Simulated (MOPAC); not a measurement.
MOPAC input (AM1):

```
AM1 FORCE THERMO(298,298) PRECISE LET GEO-OK AUX(PRECISION=9) THREADS=1
HBO

B    -0.24173757 1   -0.58189051 1   -0.60532754 1
O     0.04004205 1    0.27492666 1    0.34287690 1
H     0.87279765 1    0.73896396 1    0.33485557 1
```

Output:

```
 *******************************************************************************
 **                                                                           **
 **                              MOPAC v23.2.5                                **
 **                                                                           **
 *******************************************************************************
 ** MOPAC's Digital Object Identifier: https://doi.org/10.5281/zenodo.6511958 **
 **                                                                           **
 ** Please cite the open-source release paper for use of this MOPAC version:  **
 ** J. E. Moussa and J. J. P. Stewart (2026)                                  **
 ** MOPAC: An open-source semiempirical molecular orbital program             **
 ** J. Open Source Softw., 11(119), 8025, https://doi.org/10.21105/joss.08025 **
 *******************************************************************************

                              AM1 CALCULATION RESULTS

 *******************************************************************************
 *  AM1        - The AM1 Hamiltonian to be used
 *  GEO-OK     - OVERRIDE INTERATOMIC DISTANCE AND OTHER SAFETY CHECKS
 *  LET        - OVERRIDE SOME SAFETY CHECKS
 *  PRECISE    - TIGHTER CRITERIA TO BE USED
 *  FORCE      - FORCE CALCULATION SPECIFIED
 *  AUX        - OUTPUT AUXILIARY INFORMATION
 *  THERMO     - THERMODYNAMIC QUANTITIES TO BE CALCULATED
 *******************************************************************************
AM1 FORCE THERMO(298,298) PRECISE LET GEO-OK AUX(PRECISION=9) THREADS=1
 HBO

   ATOM   CHEMICAL          X               Y               Z
  NUMBER   SYMBOL      (ANGSTROMS)     (ANGSTROMS)     (ANGSTROMS)

     1       B         -0.24173757  *  -0.58189051  *  -0.60532754  *
     2       O          0.04004205  *   0.27492666  *   0.34287690  *
     3       H          0.87279765  *   0.73896396  *   0.33485557  *

          CARTESIAN COORDINATES

    NO.       ATOM           X           Y           Z

     1         B         -0.2417     -0.5819     -0.6053
     2         O          0.0400      0.2749      0.3429
     3         H          0.8728      0.7390      0.3349

  H: (AM1): M.J.S. DEWAR ET AL, J. AM. CHEM. SOC. 107 3902-3909 (1985)
  B: (AM1): M.J.S. DEWAR ET AL, ORGANOMETALLICS, 7, 513-521 (1988)
  O: (AM1): M.J.S. DEWAR ET AL, J. AM. CHEM. SOC. 107 3902-3909 (1985)

           Empirical Formula: H O B  =     3 atoms

      MOLECULAR POINT GROUP   :   Cs

      RHF CALCULATION, NO. OF DOUBLY OCCUPIED LEVELS = 5

          HEAT OF FORMATION =     -36.272187 KCALS/MOLE

          CARTESIAN COORDINATE DERIVATIVES

   NUMBER  ATOM         X            Y            Z

     1       B      0.001590     0.006022     0.000000
     2       O      0.004879    -0.007706     0.000000
     3       H     -0.006469     0.001684     0.000000

 DIPOLE           X         Y         Z       TOTAL
 POINT-CHG.    -0.473     1.071    -0.000     1.170
 HYBRID         1.324     0.588     0.000     1.449
 SUM            0.851     1.659    -0.000     1.865

          GRADIENT NORM =   0.01291

          MOLECULAR WEIGHT =   27.82

          ROTATIONAL CONSTANTS IN CM(-1)

          A =   27.87534922   B =    1.39475397   C =    1.32829235

           PRINCIPAL MOMENTS OF INERTIA IN UNITS OF 10**(-40)*GRAM-CM**2

          A =        1.0042   B =       20.0700   C =       21.0742

          ORIENTATION OF MOLECULE IN FORCE CALCULATION

    NO.       ATOM         X         Y         Z

     1          B      -0.8174   -0.0299    0.0000
     2          O       0.4913   -0.0299    0.0000
     3          H       0.9686    0.7954   -0.0000

    FIRST DERIVATIVES WILL BE USED IN THE CALCULATION OF SECOND DERIVATIVES

    FOR POINT-GROUP Cs   THERE ARE   2 UNIQUE SYMMETRY FUNCTIONS.

(To convert to Hartree/Bohr^2, multiply by (10^(-21) x N x a0^2)/(4.184 x 627.51) =  0.0642)

           FORCE MATRIX IN MILLIDYNES/ANGSTROM

                  B  1       O  2       H  3
 ------------------------------------------
     B    1   8.505856
     O    2   7.690476  11.337258
     H    3   0.844142   6.608933   7.000334

          HEAT OF FORMATION =     -36.272187 KCALS/MOLE

          ZERO POINT ENERGY       8.073 KCAL/MOL

           NORMAL COORDINATE ANALYSIS (Total motion = 1 Angstrom)

   Root No.       1         2         3

                 1 A'      2 A'      3 A'

                 634.7    1482.7    3529.5

   x  B    1    0.0248    0.3858   -0.0024
   y  B    1   -0.0575    0.0243   -0.0023
   z  B    1    0.0000   -0.0000    0.0000
   x  O    2   -0.0627   -0.2376   -0.0298
   y  O    2    0.0660   -0.0215   -0.0486
   z  O    2   -0.0000    0.0000    0.0000
   x  H    3    0.7284   -0.3662    0.4993
   y  H    3   -0.4311    0.0807    0.7960
   z  H    3    0.0000   -0.0000   -0.0000

           MASS-WEIGHTED COORDINATE ANALYSIS (NORMAL COORDINATES)

   Root No.       1         2         3

                 1 A'      2 A'      3 A'

                 634.7    1482.7    3529.5

   x  B    1    0.0862    0.7766   -0.0081
   y  B    1   -0.1996    0.0489   -0.0077
   z  B    1    0.0000   -0.0000    0.0000
   x  O    2   -0.2646   -0.5819   -0.1230
   y  O    2    0.2788   -0.0526   -0.2003
   z  O    2   -0.0000    0.0000    0.0000
   x  H    3    0.7721   -0.2251    0.5164
   y  H    3   -0.4570    0.0496    0.8234
   z  H    3    0.0000   -0.0000   -0.0000

          DESCRIPTION OF VIBRATIONS

 VIBRATION          1    1A'         ATOM PAIR     ENERGY CONTRIBUTION    RADIAL
 FREQUENCY           634.68         O 2 -- H 3         +77.8% ( 96.1%)      0.9%
 TRANSITION DIPOLE   0.9438         B 1 -- O 2         +22.2% ( 51.4%)     35.0%
 TRAVEL (Ang.)       0.3217
 REDUCED MASS        1.0265
 EFFECTIVE MASS      4.1948
 FORCE CONSTANT      0.2436

 VIBRATION          2    2A'         ATOM PAIR     ENERGY CONTRIBUTION    RADIAL
 FREQUENCY          1482.71         B 1 -- O 2         +85.7% ( 96.7%)     99.4%
 TRANSITION DIPOLE   3.9917         O 2 -- H 3         +14.3% ( 39.6%)     51.8%
 TRAVEL (Ang.)       0.0883
 REDUCED MASS        5.8306
 EFFECTIVE MASS     11.9818
 FORCE CONSTANT      7.5523

 VIBRATION          3    3A'         ATOM PAIR     ENERGY CONTRIBUTION    RADIAL
 FREQUENCY          3529.51         O 2 -- H 3         +99.6% (100.0%)     99.9%
 TRANSITION DIPOLE   1.0273         B 1 -- O 2          +0.4% (  6.4%)     26.2%
 TRAVEL (Ang.)       0.1419
 REDUCED MASS        0.9482
 EFFECTIVE MASS      1.3776
 FORCE CONSTANT      6.9596

      SYMMETRY NUMBER FOR POINT-GROUP Cs  =  1

          SYSTEM IS A GROUND STATE

 HBO

          MOLECULE IS NOT LINEAR

          THERE ARE  3 GENUINE VIBRATIONS IN THIS SYSTEM
          THIS THERMODYNAMICS CALCULATION IS LIMITED TO
          MOLECULES WHICH HAVE NO INTERNAL ROTATIONS

                    CALCULATED THERMODYNAMIC PROPERTIES
                                          *
   TEMP. (K)   PARTITION FUNCTION   H.O.F.    ENTHALPY  HEAT CAPACITY ENTROPY
                                   KCAL/MOL   CAL/MOLE    CAL/K/MOL  CAL/K/MOL

 298.00  VIB.     0.1050D+01                    92.1678     1.0379     0.4058
         ROT.     0.7352D+03                   888.2803     2.9808    16.0966
         INT.     0.7718D+03                   980.4481     4.0188    16.5025
         TRA.     0.1418D+27                  1480.4672     4.9680    35.9018
         TOT.                      -36.272    2460.9153     8.9868    52.4042

   *: NOTE: HEATS OF FORMATION ARE RELATIVE TO THE
            ELEMENTS IN THEIR STANDARD STATE AT 298K
              (=  Standard Enthalpy of Formation).

            Hvib:  Zero-point energy is not included.
                   frequencies of less than zero cm-1 are not included.
            Hrot = (3/2)RT
            Htra = (3/2)RT + pV = (5/2)RT

            Heat capacity is Cp, not Cv

          For more information, see: HTTP://OpenMOPAC.net/Manual/thermochemistry.html

           FORCE CONSTANT IN CARTESIAN COORDINATES (Millidynes/A)

    ATOM   CHEMICAL       X               Y               Z
   NUMBER   SYMBOL  FORCE CONSTANT  FORCE CONSTANT  FORCE CONSTANT

      1       B        8.469171        0.149454       -0.000035
      2       O        9.057954        5.049428        0.000624
      3       H        2.181024        5.069327       -0.000354

 **********************
 *                    *
 * JOB ENDED NORMALLY *
 *                    *
 **********************

 == MOPAC DONE ==
```
